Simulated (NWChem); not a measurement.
Everything below was run with NWChem. System: CF2, charge 0, spin multiplicity 1, at the geometry of a parent with another charge or spin, in a state set for the comparison that need not be this species' ground state. Level: RHF/def2-TZVPD.

Job file:

```
start mol
memory heap 200 mb stack 900 mb global 1100 mb
geometry units angstroms nocenter noautoz
  F      1.087483     0.000000    -0.143014
  C      0.000000     0.000000     0.429042
  F     -1.087483     0.000000    -0.143014
  symmetry group C2v
end
basis spherical
  * library def2-tzvpd
end
scf
  rhf
  nopen 0
  maxiter 100
  thresh 1e-7
  semidirect memsize 60000000 filesize 0
end
task scf energy
```

Output (cleaned and shortened):

```
             Northwest Computational Chemistry Package (NWChem) 7.3.0
             --------------------------------------------------------

                                NWChem Input Module
                                -------------------

 Scaling coordinates for geometry "geometry" by  1.889725989
 (inverse scale =  0.529177249)

 Turning off AUTOSYM since
 SYMMETRY directive was detected!

                             Geometry "geometry" -> ""
                             -------------------------

 Output coordinates in angstroms (scale by  1.889725989 to convert to a.u.)

  No.       Tag          Charge          X              Y              Z
 ---- ---------------- ---------- -------------- -------------- --------------
    1 F                    9.0000     1.08748300     0.00000000    -0.14301400
    2 C                    6.0000     0.00000000     0.00000000     0.42904200
    3 F                    9.0000    -1.08748300     0.00000000    -0.14301400

 Effective nuclear repulsion energy (a.u.)      66.2185823189

            Nuclear Dipole moment (a.u.)
            ----------------------------
        X                 Y               Z
 ---------------- ---------------- ----------------
     0.0000000000     0.0000000000     0.0000000000

      Symmetry information
      --------------------

 Group name             C2v
 Group number             16
 Group order               4
 No. of unique centers     2

      Symmetry unique atoms

     1    2


 Summary of "ao basis" -> "" (spherical)
 ------------------------------------------------------------------------------
       Tag                 Description            Shells   Functions and Types
 ---------------- ------------------------------  ------  ---------------------
 *                         def2-tzvpd                 on all atoms

 Summary of "ao basis" -> "ao basis" (spherical)
 ------------------------------------------------------------------------------
       Tag                 Description            Shells   Functions and Types
 ---------------- ------------------------------  ------  ---------------------
 F                         def2-tzvpd               14       40   6s4p3d1f
 C                         def2-tzvpd               13       37   6s3p3d1f

                                 NWChem SCF Module
                                 -----------------

  ao basis        = "ao basis"
  functions       =   117
  atoms           =     3
  closed shells   =    12
  open shells     =     0
  charge          =   0.00
  wavefunction    = RHF
  use symmetry    = T
  symmetry adapt  = T

 Summary of "ao basis" -> "ao basis" (spherical)
 ------------------------------------------------------------------------------
       Tag                 Description            Shells   Functions and Types
 ---------------- ------------------------------  ------  ---------------------
 F                         def2-tzvpd               14       40   6s4p3d1f
 C                         def2-tzvpd               13       37   6s3p3d1f

      Symmetry analysis of basis
      --------------------------

        a1         44
        a2         17
        b1         35
        b2         21

 Forming initial guess at       0.1s

      Superposition of Atomic Density Guess
      -------------------------------------

 Sum of atomic energies:        -236.50785016

      Non-variational initial energy
      ------------------------------

 Total energy =    -237.386178
 1-e energy   =    -460.075826
 2-e energy   =     156.471066
 HOMO         =      -0.221046
 LUMO         =       0.023056

      Symmetry analysis of molecular orbitals - initial
      -------------------------------------------------

  Numbering of irreducible representations:

     1 a1          2 a2          3 b1          4 b2

  Orbital symmetries:

     1 a1          2 b1          3 a1          4 a1          5 b1
     6 a1          7 b1          8 a1          9 b2         10 a2
    11 b1         12 a1         13 b2         14 a1         15 b1
    16 a1         17 b2         18 a1         19 a2         20 b1
    21 a1         22 b1

 Starting SCF solution at       0.9s

 ----------------------------------------------
         Quadratically convergent ROHF

 Convergence threshold     :          1.000E-07
 Maximum no. of iterations :          100
 Final Fock-matrix accuracy:          1.000E-09
 ----------------------------------------------

              iter       energy          gnorm     gmax       time
             ----- ------------------- --------- --------- --------
                 1     -236.6850913434  1.03D+00  2.21D-01      1.0
                 2     -236.7336571163  2.54D-01  6.63D-02      1.1
                 3     -236.7391478811  5.73D-03  1.54D-03      1.4
                 4     -236.7391513007  9.39D-06  3.45D-06      1.7
                 5     -236.7391513007  3.97D-09  7.26D-10      2.1

       Final RHF  results
       ------------------

         Total SCF energy =   -236.739151300729
      One-electron energy =   -459.642283737037
      Two-electron energy =    156.684550117447
 Nuclear repulsion energy =     66.218582318862

        Time for solution =      1.2s

       Symmetry analysis of molecular orbitals - final
       -----------------------------------------------

  Numbering of irreducible representations:

     1 a1          2 a2          3 b1          4 b2

  Orbital symmetries:

     1 b1          2 a1          3 a1          4 a1          5 b1
     6 a1          7 b1          8 a1          9 b2         10 b1
    11 a2         12 a1         13 a1         14 b2         15 b1
    16 a1         17 b2         18 a1         19 a2         20 b1
    21 a1         22 b1

             Final eigenvalues
             -----------------

              1
    1  -26.4013
    2  -26.4013
    3  -11.4317
    4   -1.7886
    5   -1.7284
    6   -0.9838
    7   -0.8844
    8   -0.8283
    9   -0.8140
   10   -0.7340
   11   -0.7332
   12   -0.4076
   13    0.0689
   14    0.0997
   15    0.1008
   16    0.1218
   17    0.1417
   18    0.1604
   19    0.1651
   20    0.1709
   21    0.2476
   22    0.2914

                       ROHF Final Molecular Orbital Analysis
                       -------------------------------------

 Vector   10  Occ=2.000000D+00  E=-7.340324D-01  Symmetry=b1
              MO Center=  1.1D-14,  3.6D-17, -1.1D-01, r^2= 1.6D+00
   Bfn.  Coefficient  Atom+Function         Bfn.  Coefficient  Atom+Function
  ----- ------------  ---------------      ----- ------------  ---------------
     9      0.265312  1 F  pz                86     -0.265312  3 F  pz
     7      0.247830  1 F  px                84      0.247830  3 F  px
    12      0.230025  1 F  pz                89     -0.230025  3 F  pz
    10      0.220843  1 F  px                87      0.220843  3 F  px

 Vector   11  Occ=2.000000D+00  E=-7.332144D-01  Symmetry=a2
              MO Center= -6.7D-16, -1.2D-17, -1.3D-01, r^2= 1.6D+00
   Bfn.  Coefficient  Atom+Function         Bfn.  Coefficient  Atom+Function
  ----- ------------  ---------------      ----- ------------  ---------------
     8      0.352263  1 F  py                85     -0.352263  3 F  py
    11      0.311543  1 F  py                88     -0.311543  3 F  py
    14      0.170148  1 F  py                91     -0.170148  3 F  py

 Vector   12  Occ=2.000000D+00  E=-4.075918D-01  Symmetry=a1
              MO Center= -1.2D-13,  5.2D-17,  7.2D-01, r^2= 1.2D+00
   Bfn.  Coefficient  Atom+Function         Bfn.  Coefficient  Atom+Function
  ----- ------------  ---------------      ----- ------------  ---------------
    44      0.399308  2 C  s                 49      0.330579  2 C  pz
    45      0.293453  2 C  s                 52      0.283295  2 C  pz
    43      0.209958  2 C  s                  9     -0.177131  1 F  pz
    86     -0.177131  3 F  pz                12     -0.160996  1 F  pz
    89     -0.160996  3 F  pz

 Vector   13  Occ=0.000000D+00  E= 6.887463D-02  Symmetry=a1
              MO Center=  1.3D-14, -1.7D-17, -9.0D-01, r^2= 1.1D+01
   Bfn.  Coefficient  Atom+Function         Bfn.  Coefficient  Atom+Function
  ----- ------------  ---------------      ----- ------------  ---------------
    45     -4.003733  2 C  s                  6      3.726377  1 F  s
    46     -3.720417  2 C  s                 83      3.726377  3 F  s
    55      1.068136  2 C  pz                44     -0.822326  2 C  s
    18      0.778194  1 F  pz                95      0.778194  3 F  pz
    16     -0.753965  1 F  px                93      0.753965  3 F  px

 Vector   14  Occ=0.000000D+00  E= 9.969545D-02  Symmetry=b2
              MO Center= -1.9D-14,  3.1D-15,  2.8D-01, r^2= 6.0D+00
   Bfn.  Coefficient  Atom+Function         Bfn.  Coefficient  Atom+Function
  ----- ------------  ---------------      ----- ------------  ---------------
    17      0.666101  1 F  py                94      0.666101  3 F  py
    54     -0.402190  2 C  py                67      0.266466  2 C  d -1
    48      0.210547  2 C  py                51      0.204788  2 C  py

 Vector   15  Occ=0.000000D+00  E= 1.007679D-01  Symmetry=b1
              MO Center= -1.5D-14, -1.6D-18, -5.8D-01, r^2= 1.4D+01
   Bfn.  Coefficient  Atom+Function         Bfn.  Coefficient  Atom+Function
  ----- ------------  ---------------      ----- ------------  ---------------
     6      4.307698  1 F  s                 83     -4.307698  3 F  s
    53     -2.524697  2 C  px                16     -1.862915  1 F  px
    93     -1.862915  3 F  px                50     -0.579080  2 C  px
    13     -0.508979  1 F  px                90     -0.508979  3 F  px
     5      0.464944  1 F  s                 82     -0.464944  3 F  s

 center of mass
 --------------
 x =   0.00000000 y =   0.00000000 z =  -0.01079369

 moments of inertia (a.u.)
 ------------------
          10.657634495932           0.000000000000           0.000000000000
           0.000000000000         171.126080791112           0.000000000000
           0.000000000000           0.000000000000         160.468446295180

  Mulliken analysis of the total density
  --------------------------------------

    Atom       Charge   Shell Charges
 -----------   ------   -------------------------------------------------------
    1 F    9     9.12   0.77  1.20  0.60  1.02  0.32 -0.01  2.25  2.26  0.70  0.01  0.00  0.02 -0.00  0.00
    2 C    6     5.75   0.86  1.12  0.59  0.75  0.33  0.07  0.98  0.75  0.08  0.07  0.13  0.00  0.03
    3 F    9     9.12   0.77  1.20  0.60  1.02  0.32 -0.01  2.25  2.26  0.70  0.01  0.00  0.02 -0.00  0.00

       Multipole analysis of the density wrt the origin
       ------------------------------------------------

     L   x y z        total         open         nuclear
     -   - - -        -----         ----         -------
     0   0 0 0     -0.000000      0.000000     24.000000

     1   1 0 0      0.000000      0.000000      0.000000
     1   0 1 0      0.000000      0.000000      0.000000
     1   0 0 1     -0.529043      0.000000      0.000000

     2   2 0 0    -11.667059      0.000000     76.017771
     2   1 1 0      0.000000      0.000000      0.000000
     2   1 0 1      0.000000      0.000000      0.000000
     2   0 2 0    -10.575215      0.000000      0.000000
     2   0 1 1      0.000000      0.000000      0.000000
     2   0 0 2    -13.252150      0.000000      5.258808

 Task  times  cpu:        2.2s     wall:        2.2s

 Total times  cpu:        2.2s     wall:        2.2s
```
